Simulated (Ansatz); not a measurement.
Ansatz (a first-principles code) input:

Ansatz 0.2 input:
```yaml
crystal:
  periodic: [false, false, false]
  atoms:
    - {symbol: Mo, position_ang: [0.15350287, -0.12639144, 0.15665129]}
    - {symbol: O, position_ang: [0.68955352, 0.55478088, -1.30182440]}
    - {symbol: O, position_ang: [-1.49544359, 0.10877417, 0.47940514]}
basis:
  gaussian:
    orbitals: def2-TZVPD
hamiltonian:
  xc: {name: wB97X-V}
total_charge: 1
magnetization: {spin_polarized: true, initial_magnetization: 1}
```

### Question
What final total energy does it print?

### Answer
-218.29888 Eh (wB97X-V/def2-TZVPD). The basis has 120 functions.

This state (charge 1, doublet) is run at the relaxed geometry of the species with charge 0 and multiplicity 3.
